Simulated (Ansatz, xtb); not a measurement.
**Two structures of C7H5FO**

Structure I is `CC#C[C@@H]1C(=O)C=C1F`, a singlet and structure II is a singlet given by its coordinates. Both are isolated molecules in the gas phase, relaxed with PBE-D3(BJ)/def2-SVP.

I (Å):

```yaml
atoms:
  - { symbol: C, position_ang: [-3.0063, 1.0346, 1.6130] }
  - { symbol: C, position_ang: [-1.6559, 0.7704, 1.1379] }
  - { symbol: C, position_ang: [-0.5172, 0.5566, 0.7387] }
  - { symbol: C, position_ang: [0.8119, 0.2882, 0.2299] }
  - { symbol: C, position_ang: [0.9873, 0.0195, -1.3549] }
  - { symbol: C, position_ang: [1.5067, -1.3404, -1.0779] }
  - { symbol: C, position_ang: [1.3331, -1.1411, 0.2589] }
  - { symbol: F, position_ang: [1.5265, -1.9098, 1.3058] }
  - { symbol: O, position_ang: [0.7499, 0.6935, -2.3260] }
  - { symbol: H, position_ang: [-3.1380, 0.7079, 2.6660] }
  - { symbol: H, position_ang: [-3.2422, 2.1185, 1.5688] }
  - { symbol: H, position_ang: [-3.7642, 0.5029, 1.0003] }
  - { symbol: H, position_ang: [1.5558, 1.0335, 0.5936] }
  - { symbol: H, position_ang: [1.8821, -2.1663, -1.6955] }
```

II (Å):

```csv
atom,x (Å),y (Å),z (Å)
C,-3.2688,0.7664,1.5816
C,-1.9366,0.5984,1.0240
C,-0.7990,0.4879,0.5509
C,0.4642,0.2726,0.0164
C,1.6215,0.8874,-0.3906
C,2.3643,-0.3694,-0.8197
C,1.2394,-1.0345,-0.4309
F,2.0134,2.1429,-0.4220
O,0.8382,-2.2937,-0.3958
H,-3.2456,1.2905,2.5620
H,-3.7582,-0.2163,1.7502
H,-3.9341,1.3508,0.9086
H,3.3437,-0.6034,-1.2403
H,-0.0706,-2.3082,-0.0287
```

Close contacts (Å): C1–C2 1.45, C2–C3 1.24, C3–C4 1.39, C4–C5 1.37, C4–C7 1.58, C5–C6 1.52, C5–F8 1.32, C6–C7 1.36, C7–O9 1.32, C1–H10 1.11, C1–H11 1.11, C1–H12 1.11, C6–H13 1.09, O9–H14 0.98.

**Question.** Estimate which is lower in electronic energy at CCSD(T)/def2-SVP + ΔMP2/def2-TZVPP, and by roughly how much.

**Answer.** The CCSD(T)/def2-SVP + ΔMP2/def2-TZVPP calculation puts structure I lower, by 1.851 eV.

Level by level:

```json
{"level": "GFN2-xTB", "geometry": "GFN2-xTB", "E(II) − E(I) (eV)": "+1.406", "departure from the last row (eV)": "−0.445", "job, with rough time for the two": "optimisation, 0.48 s"}
{"level": "HF/STO-3G", "geometry": "GFN2-xTB", "E(II) − E(I) (eV)": "+2.308", "departure from the last row (eV)": "+0.457", "job, with rough time for the two": "single point, 2.2 s"}
{"level": "r2SCAN-D4/def2-SVP", "geometry": "GFN2-xTB", "E(II) − E(I) (eV)": "+1.812", "departure from the last row (eV)": "−0.039", "job, with rough time for the two": "single point, 13 s"}
{"level": "PBE-D3(BJ)/def2-SVP", "geometry": "PBE-D3(BJ)/def2-SVP", "E(II) − E(I) (eV)": "+1.664", "departure from the last row (eV)": "−0.187", "job, with rough time for the two": "optimisation, 2 min"}
{"level": "HF/def2-SVP", "geometry": "PBE-D3(BJ)/def2-SVP", "E(II) − E(I) (eV)": "+2.141", "departure from the last row (eV)": "+0.290", "job, with rough time for the two": "part of the CCSD(T) run"}
{"level": "MP2/def2-SVP", "geometry": "PBE-D3(BJ)/def2-SVP", "E(II) − E(I) (eV)": "+2.081", "departure from the last row (eV)": "+0.230", "job, with rough time for the two": "part of the CCSD(T) run"}
{"level": "CCSD(T)/def2-SVP", "geometry": "PBE-D3(BJ)/def2-SVP", "E(II) − E(I) (eV)": "+1.976", "departure from the last row (eV)": "+0.125", "job, with rough time for the two": "single point"}
{"level": "CCSD(T)/def2-SVP + ΔMP2/def2-TZVPP", "geometry": "PBE-D3(BJ)/def2-SVP", "E(II) − E(I) (eV)": "+1.851", "departure from the last row (eV)": "", "job, with rough time for the two": "single point, 7 min"}
```

None of the levels shown reverses the order. The largest departure from CCSD(T)/def2-SVP + ΔMP2/def2-TZVPP is that of HF/STO-3G, 0.457 eV. A small imaginary or near-zero mode remains, so no thermal terms are given. The last row adds to CCSD(T) the change of the MP2 difference between the two basis sets, here −0.125 eV.

The T1 diagnostic of structure II is large, so the coupled-cluster value is less sure. The correlated steps freeze 9 core orbitals. Programs: Ansatz 0.2.0, xtb 6.7.1; the last row on 2 threads of Intel(R) Xeon(R) Processor @ 2.50GHz (Skylake/Cascade Lake) on a shared host.
